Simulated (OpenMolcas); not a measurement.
An OpenMolcas run meant for Mn⁴⁺ (ANO-RCC-VTZP, X2C; inactive shells 1s 2s 2p 3s 3p; intended active space 3 electrons in 10 orbitals (3d 4d)). One step of its input:

```
&CASPT2
Multistate=10 1 2 3 4 5 6 7 8 9 10
Frozen=2 3
IPEA=0.25
Shift=2.0
MaxIter=60
WThr=0.0 0.3 0.05
PrWF=0.5
NoMix
```

The run finished. Its levels beside those of a sound run (MS-CASPT2, IPEA 0.25 Eh, imaginary shift 0.1 Eh (closed shells correlated: 3s 3p)), in eV above each run's lowest level:

```
               Level  This run  Usual run
          3d3 4F 3/2    0.0000     0.0000
          3d3 4F 5/2    0.0466     0.0466
          3d3 4F 7/2    0.1097     0.1098
          3d3 4F 9/2    0.1877     0.1878
          3d3 4P 1/2    2.1292     2.0961
          3d3 4P 3/2    2.1483     2.1151
          3d3 4P 5/2    2.2057     2.1726
          3d3 2G 7/2    2.2670     2.2411
          3d3 2G 9/2    2.3339     2.3082
   3d3 2P 3/2 [71 %]    2.9382     2.8923
          3d3 2P 1/2    2.9410     2.8979
3d3 2D 3/2(1) [72 %]    3.1771     3.1262
       3d3 2D 5/2(1)    3.1944     3.1406
          3d3 2H 9/2    3.1569     3.1486
```

Which setting is unsound, and how much does it matter here?

The level shift is far above the usual 0.1 to 0.3 hartree and damps the second-order energy. Against the sound run the excited levels shown move by 220 cm-1 on average and by 430 cm-1 at most.

CASPT2 breaks the degeneracy within a term, and the mean is taken; among the terms shown or strongly mixed into the levels shown the widest spread is 770 cm-1 (3d3 4F, the sound run). Active for correlation alone: 4d; no level in the range computed is led by a configuration that fills it, so any true level of that kind is missing. The CASPT2 spread within a term exceeds the gap to the next term for 3d3 2D(1) and 3d3 2H, so the order of their levels is uncertain (holds for this run). Levels of configurations outside the active space are missing.

A share in square brackets marks a mixed level and gives the weight of the term that names it, the lowest over the columns. A number in round brackets counts repeated terms of one configuration in the order of the reference energies.
